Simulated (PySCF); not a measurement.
C3H6N2Si, SMILES C1=NCN=C[SiH2]1.

The structure is a stationary point at B3LYP-D3(BJ)/def2-SVP. The structure was generated by enumeration, and PubChem lists no compound with its InChIKey, so it may never have been made. One conformer was computed; it need not be the lowest.

Two levels are set side by side: TDDFT-PBE/def2-SVPD (PySCF) and TDDFT-PBE0/def2-SVPD (PySCF). Vertical, same geometry. The lowest singlet is HOMO→LUMO 99 % with PBE and HOMO→LUMO 97 % with the other functional; states are paired by order. Differences are taken from unrounded values.

```csv
quantity,TDDFT-PBE0,TDDFT-PBE,TDDFT-PBE minus TDDFT-PBE0
lowest singlet excitation (eV),3.61,3.04,-0.57
lowest triplet excitation (TDA) (eV),2.97,2.63,-0.34
first bright state (f over 0.05) (eV),6.63,5.74,-0.89
its oscillator strength,0.17,0.10,-0.07
```

Functionals without exact exchange tend to place singlet excitations lower, as here. Differences between two approximate levels are no errors against the true value.

Rough cost on one machine, each run with all the roots and properties that it gave: TDDFT-PBE0 against TDDFT-PBE about 4 times.
